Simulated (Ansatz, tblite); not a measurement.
Cost and result up the ladder for the cluster TaS₃⁻ (4 atoms). Total charge -1; singlet. Geometry: PBE-D4/def2-SVPD.

```xyz
4

Ta    0.011   -0.120   -0.514
S    -2.128    0.017    0.130
S     1.047    1.844   -0.226
S     1.070   -1.740    0.610
```

Ansatz on 4 threads of Arm Neoverse V1 on a shared host; xTB runs through tblite on one thread. Times are rough, summed over both states, and most runs start from the orbitals of an earlier one. B2PLYP/def2-TZVPD serves as the yardstick here, not as an exact answer. The other state is a triplet at its own geometry.

In the def2 sets Ta takes a core potential; there is no spin–orbit coupling. The xTB rows come from tblite. LC-ωPBE has ω = 0.4 bohr⁻¹. HSE06 is defined as in plane-wave codes, on full-range PBE exchange. Correlated methods freeze 15 core orbitals; core or outer-core shells of Ta are correlated, in sets that lack core-valence functions. The structure comes from a short search, and lower isomers may exist.

xTB has no spin-polarisation term.

```tsv
level	functions	triplet − singlet (eV)	difference from B2PLYP/def2-TZVPD (eV)
PBE0-D4/def2-TZVPD	181	0.80	-0.18
RPA@PBE/def2-TZVPD	181	0.63	-0.35
MP2/def2-TZVPD	181	1.76	0.78
BLYP-D4/def2-TZVPD	181	0.69	-0.29
HSE06-D4/def2-TZVPD	181	0.80	-0.18
BHLYP-D4/def2-TZVPD	181	0.70	-0.28
LC-ωPBE/def2-TZVPD	181	0.90	-0.08
r2SCAN-D4/def2-TZVPD	181	0.67	-0.31
GFN1-xTB	36	1.38	0.40
GFN2-xTB	36	0.64	-0.34
PBE-D4/def2-TZVPD (with forces)	181	0.78	-0.20
B2PLYP/def2-TZVPD	181	0.98	0.00
```

Question: Estimate how long each takes.

Answer: GFN1-xTB 0.008 s; GFN2-xTB 0.011 s; PBE-D4/def2-TZVPD (with forces) 5.5 s; BLYP-D4/def2-TZVPD 6.5 s; MP2/def2-TZVPD 8.5 s; HSE06-D4/def2-TZVPD 8.8 s; PBE0-D4/def2-TZVPD 9 s; RPA@PBE/def2-TZVPD 11 s; r2SCAN-D4/def2-TZVPD 14 s; LC-ωPBE/def2-TZVPD 15 s; B2PLYP/def2-TZVPD 16 s; BHLYP-D4/def2-TZVPD 19 s. On shared hardware such times vary by a factor of up to 3.
